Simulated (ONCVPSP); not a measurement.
# Transferability test, ONCV potential for Be

ONCVPSP 4.0.1 input, shortened (lines: element, Z, core and valence counts, functional; n l f; lmax; l rc ep ncon nbas qcut; lloc lpopt rc5 dvloc0; l nproj debl; icmod fcfact rcfact), BLYP, scalar-relativistic:

```
  Be 4.00    0    3  -106131      upf
    1    0    2.00
    2    0    1.50
    2    1    0.50
    1
    0    0.85    0.00    4    7   18.30
    1    4.00    0.00    4    8    2.80
    4    5    0.80    0.00
    0    2    0.90
    1    3    1.30
    0    0.00    0.00
```

Energies are relative to the spin-unpolarised reference configuration 1s2 2s1.5 2p0.5; without spin polarisation the order of configurations can differ from experiment.

| valence configuration | charge | ΔE all-electron (eV) | error AE − PS (meV) |
| --- | --- | --- | --- |
| 1s2 2s2 2p0 | 0 | -1.778 | -8.3 |
| 1s2 2s1 2p0 | +1 | 7.661 | +60 |
| 1s2 2s0 2p0 | +2 | 25.751 | +160 |
| 1s2 2s0 2p2 | 0 | 5.405 | -72 |
